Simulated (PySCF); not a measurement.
## Calculated properties of `CS/C=C(/F)CC(F)(F)F`

Species: C5H6F4S.
Structure used (PBE0-D3(BJ)/def2-SVP), in Å, numbered top down from 1:
```xyz
16
C5H6F4S angstrom
C      3.0865   -0.0705    0.5724
S      1.5098    0.7994    0.4036
C      0.6468   -0.3230   -0.6249
C     -0.6249   -0.6808   -0.4096
F     -1.2547   -1.4407   -1.3098
C     -1.4705   -0.3137    0.7569
C     -2.3746    0.8737    0.5085
F     -3.1982    0.6640   -0.5201
F     -1.6696    1.9747    0.2422
F     -3.1245    1.1231    1.5847
H      3.7501    0.5940    1.1428
H      2.9677   -1.0177    1.1168
H      3.5384   -0.2580   -0.4128
H      1.1435   -0.6904   -1.5295
H     -2.1104   -1.1659    1.0302
H     -0.8225   -0.0558    1.6073
```

Some functional groups and rings: C=C double bond, sulfide, CF3 group and C–F bond.

**PBE0-D3(BJ)/def2-SVP geometry optimisation, gas phase (PySCF)**

```
Point group                  : C1
Rotational constants A, B, C : 1.851, 0.659, 0.544 GHz
```

PBE0/def2-SVPD ground state, ΔSCF and vertical TDDFT (core frozen in the response) (PySCF):

```
Dipole moment                                                     : 3.63 D
HOMO energy                                                       : -6.67 eV
LUMO energy                                                       : -0.55 eV
HOMO–LUMO gap                                                     : 6.12 eV
Lowest singlet excitation                                         : 5.14 eV (241 nm, f = 0.118)
Strongest line among the 10 lowest singlet transitions            : S6 at 6.95 eV (178 nm, f = 0.282)
Lowest triplet excitation (Tamm–Dancoff)                          : 3.72 eV
Static isotropic polarisability                                   : 87.2 au
Vertical ionisation energy                                        : 8.63 eV
Electronic spatial extent ⟨r²⟩ about the centre of nuclear charge : 1978 bohr²
```

PBE0/pcSseg-1 ground state and GIAO shieldings, non-relativistic (PySCF):

```
Lowest Hirshfeld atomic charge                              : -0.12 e on C1
Highest Hirshfeld atomic charge                             : +0.26 e on C7
13C chemical shifts (computed TMS as zero) by class         : 162.2 (C4), 129.6 (C7), 118.9 (C3), 37.9 (C6), 22.0 (C1) ppm
1H chemical shifts (computed TMS as zero) by class          : 5.82 (H14), 3.05 (H15/H16), 2.02 (H11/H12/H13) ppm
Isotropic shieldings of nuclei other than C and H, by class : 255 (F8/F9/F10), 259 (F5), 545 (S2) ppm
Mayer bond orders between heavy atoms                       : C1–S2 0.98, S2–C3 1.04, C3–C4 1.82, C4–F5 0.95, C4–C6 1.02, C6–C7 1.00, C7–F8 1.02, C7–F9 1.02, C7–F10 1.00
```

Monoisotopic mass (most abundant isotopes): 174.0126 u.

The polarisability is 12.92 Å³ as a volume (1 au = 0.148185 Å³), or 0.99 au for each of the 88 electrons. With B = h/(8π²I), that is 505.379 GHz u Å² over I, the principal moments of inertia are 273.0, 766.7 and 929.5 u Å² (most abundant isotopes). The largest Löwdin shares of the HOMO are 0.50 on S2, 0.14 on C3, 0.14 on C4 and 0.08 on C1. No computed singlet falls in the visible range (750 to 380 nm, 1.65 to 3.26 eV); S1 lies 1.88 eV above its blue end. The rotational constants make it an asymmetric top with κ = (2B − A − C)/(A − C) = -0.82, nearer the prolate limit (−1). The largest Löwdin shares of the LUMO are 0.28 on C4, 0.25 on C3, 0.15 on S2 and 0.07 on F5.

 NMR classes are plain means over equivalent atoms (diastereotopic ones count apart unless rotation or inversion swaps them), as if these changed places fast; in this geometry the members of some classes differ.

One conformer stands for the species.
